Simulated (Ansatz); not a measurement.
Ge₄O₁₀H₄. Charge 0, multiplicity 1. Geometry PBE-D4/def2-SVP; atoms count from 1.

```xyz
18

Ge   -2.797   -0.221    0.053
Ge    0.936    0.736    1.338
Ge   -0.498   -0.701   -1.062
Ge    2.551   -1.105    0.005
O     3.425   -2.414   -0.458
O     0.766   -0.437   -2.379
O     0.954    1.827   -0.161
O    -1.443    0.811   -0.701
O     0.645   -1.005    0.329
O    -1.958   -1.685   -0.829
O    -0.229    0.901    2.516
O     2.683    0.225    1.216
O    -2.630   -0.172    1.788
O     1.957    0.102   -1.718
H    -1.726    0.181    2.099
H     0.005    2.029   -0.365
H    -4.239   -0.055   -0.440
H     1.599    0.983   -1.231
```

The structure holds one bond between oxygen atoms, so isomers without such links may lie far lower. The structure comes from a short search, and lower isomers may exist.

Question: Estimate the Mulliken populations from the PBE0/def2-SVP orbitals of Ansatz.

Answer: 
```csv
atom,charge (e)
Ge1,0.93
Ge2,1.04
Ge3,1.17
Ge4,1.02
O5,-0.44
O6,-0.30
O7,-0.50
O8,-0.66
O9,-0.71
O10,-0.56
O11,-0.55
O12,-0.58
O13,-0.45
O14,-0.21
H15,0.26
H16,0.25
H17,0.00
H18,0.30
```
Mulliken values depend strongly on the basis.

Question: And the Mayer bond orders between heavy atoms (over 0.3)?

Answer: Ge1–O8 0.78 (1.86 Å); Ge1–O10 0.77 (1.90 Å); Ge1–O13 1.25 (1.74 Å); Ge2–O7 0.78 (1.85 Å); Ge2–O9 0.42 (2.03 Å); Ge2–O11 1.77 (1.66 Å); Ge2–O12 0.89 (1.82 Å); Ge3–O6 0.88 (1.84 Å); Ge3–O8 0.88 (1.82 Å); Ge3–O9 0.76 (1.83 Å); Ge3–O10 1.10 (1.78 Å); Ge4–O5 2.02 (1.64 Å); Ge4–O9 0.54 (1.94 Å); Ge4–O12 0.96 (1.80 Å); Ge4–O14 0.34 (2.19 Å); O6–O14 0.91 (1.46 Å).
